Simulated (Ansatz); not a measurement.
Reaction (SMILES): [SiH2]N[SiH2]O[SiH3] → [SiH2]O[SiH2]N[SiH3]
Structures are relaxed separately at B3LYP-D3(BJ)/def2-TZVP in Ansatz (a program for electronic structure), one conformer each, not searched for the lowest. Frequencies are from Ansatz.

Wanted: isomerisation energy (enthalpy at 298 K, with B3LYP-D3(BJ) rigid-rotor harmonic-oscillator terms), in eV. Cores are frozen in the correlated levels unless marked. UHF or UKS for open shells. No spin-orbit coupling. Non-relativistic. Basis-set limits of correlation are two-point, X^-3; Hartree-Fock from the larger set.

| level | program | isomerisation energy (eV) |
|---|---|---|
| PBE-D4/def2-TZVPD | Ansatz + dftd4 | 0.06 |
| MP2/STO-3G | Ansatz | 0.01 |
| CCSD/6-31G | Ansatz | 0.06 |
| CCSD/cc-pV(Q+d)Z | Ansatz | 0.06 |
| CCSD(T)/cc-pV(D+d)Z | Ansatz | 0.07 |
| CCSD(T)/cc-pVTZ | Ansatz | 0.07 |
| CCSD(T)/CBS(cc-pV(T+d)Z,cc-pV(Q+d)Z) | Ansatz | 0.07 |
